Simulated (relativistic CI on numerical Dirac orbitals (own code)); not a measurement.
**Hyperfine structure of Yb LXIX, mass number 171**

Calculated at this level of theory: Dirac-Coulomb-Breit CI, KLI orbitals optimised for each configuration, QED by a radiative potential, unscaled Slater integrals (own radial code, finite nucleus).

Configuration list: 1s², 1s2s, 1s2p, 1s3s, 1s3p, 1s3d, 1s4s, 1s4p, 1s4d, 1s4f, 1s5s, 1s5p, 1s5d, 1s5f, 1s5g, 1s6s, 1s6p, 1s6d, 2s². Levels of other configurations are missing.

Nuclear spin I = 1/2, μ = 0.4923 μN (tables of Stone and Pyykkö). The electronic factors are computed for point nuclear moments, without core polarisation or the Bohr-Weisskopf and QED corrections.

```
    Level  E (10³ cm⁻¹)  A (GHz)
 1s2s ³S1        421757    75180
1s2p ³P°1        422623    68750
1s2p ³P°2        432508    33370
1s2p ¹P°1        432888   -31850
 1s3s ³S1        502967    68490
1s3p ³P°1        503199    66620
1s3p ³P°2        506141    33010
 1s3d ³D2        506218    32950
```

Levels with J = 0, under 50 % of one LS term, or S terms without an open s electron are left out. Small factors come from cancelling terms and can be off by tens of per cent or more.

At this charge energies of transitions that change n are usually good to better than 1 %, and those within a shell (Δn = 0) to a few per cent.

Question: Give the hyperfine levels of 1s2s ³S1 relative to its centre of gravity.

Answer: With K = F(F + 1) − I(I + 1) − J(J + 1), E = AK/2: F = 1/2: -75180, F = 3/2: 37590 GHz.

LS names give the leading component of a level, which can be under half, so a name can repeat, a term be missing and a line seem to break the LS rules.
